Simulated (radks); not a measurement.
Ionisation of the palladium ion Pd+, [Kr] 4d9, to [Kr] 4d8 as the strength of local exchange is varied. Calculated with a radial shooting solver on a logarithmic mesh with Libxc functionals: Dirac Kohn-Sham, Slater X-alpha exchange (alpha = 2/3 is LDA exchange), no correlation, spin-unpolarised, spherical densities, finite nucleus; open shells fill j = l - 1/2 first; Fermi nuclear charge, rms radius 4.5318 fm.

alpha  E(Pd+) (hartree)  exchange (hartree)  IE (eV)  -e of the level emptied (eV)  <r> of it (bohr)
0.6         -5023.99183          -120.88118   18.308                12.356 (4d5/2)             1.512
0.617       -5027.41799          -124.39271   18.581                12.592 (4d5/2)             1.505
0.667       -5037.50875          -134.74831   19.398                13.303 (4d5/2)             1.486
1.002       -5105.64803          -205.18739   25.448                18.685 (4d5/2)             1.373
?           -5114.87134          -214.78884   26.337                19.489 (4d5/2)             1.359

Which alpha was used in the last row?

Answer. alpha = 1.047. NIST Atomic Spectra Database: 19.4 +/- 0.12 eV (semi-empirical). The Delta-SCF value meets it near alpha = 0.67. Spin polarisation and multiplet splitting are left out, so open shells lie too high by an amount that depends on their filling.

Beside tabulated values, note that spin-unpolarised runs miss the spin-polarisation part of the exchange energy of open shells.
